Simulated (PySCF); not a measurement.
A run for PySCF: R-B3LYP/LANL2DZ on CdFH (SMILES [F][CdH]), a point of a bond scan (R = 2.453 Å).

```python
from pyscf import gto, scf, dft, mp
from pyscf.data.elements import chemcore

mol = gto.M(
    atom='''
    Cd   -0.00000000   -0.00000000   -0.27480080
    H     0.00000000    0.00000000   -2.72744883
    F     0.00000000    0.00000000    1.67781534
    ''',
    basis='lanl2dz',
    ecp={'Cd': 'lanl2dz'},
    charge=0, spin=0, verbose=3, max_memory=1800)
mf = dft.RKS(mol, xc='b3lyp')
mf.conv_tol = 1e-8
mf.max_cycle = 100
mf.kernel()
if not mf.converged:
    mf = mf.newton().run(mf.mo_coeff, mf.mo_occ)
```

The log:

```
converged SCF energy = -148.474443650288
```

The run converged.

Cost: about 4 core-seconds (a rough figure).
